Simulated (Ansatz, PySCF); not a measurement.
trans-(1R,2R)-1-bromo-2-fluorocyclopropane (C3H4BrF), SMILES F[C@@H]1C[C@H]1Br.

Geometry: PBE0-D3(BJ)/def2-SVP.

Vertical ionisation energy (IE) and electron affinity (EA) in eV. Rows of orbital energies are one-electron estimates. Where ΔSCF, EOM or ADC give a negative EA the extra electron is unbound and the value depends on the basis.

```csv
level,IE,EA
"−ε(HOMO), −ε(LUMO), HF/def2-TZVP (PySCF)",10.74,-3.61
"−ε(HOMO), −ε(LUMO), PBE/def2-TZVP (PySCF)",6.46,1.23
"ΔSCF, CAM-B3LYP/def2-SVPD (Ansatz), final states of multiplicity 2 and 2",10.25,-1.23
"ΔSCF, PBE/def2-SVPD (Ansatz), final states of multiplicity 2 and 2",___,___
```

Task: Some entries are withheld; supply them. (Estimate from the structure and the level; the computed values follow.)

Result: 
- ΔSCF, PBE/def2-SVPD (Ansatz, a program for electronic structure), final states of multiplicity 2 and 2, IE: 9.69
- ΔSCF, PBE/def2-SVPD (Ansatz), final states of multiplicity 2 and 2, EA: -0.94

Task: What vertical singlet–triplet gap does ΔSCF give with CAM-B3LYP/def2-SVPD (Ansatz) and with PBE/def2-SVPD (Ansatz)? (The exact figures need the calculation; the answer reports its results.)

Result: 5.47 and 4.96 eV (triplet above singlet where positive).
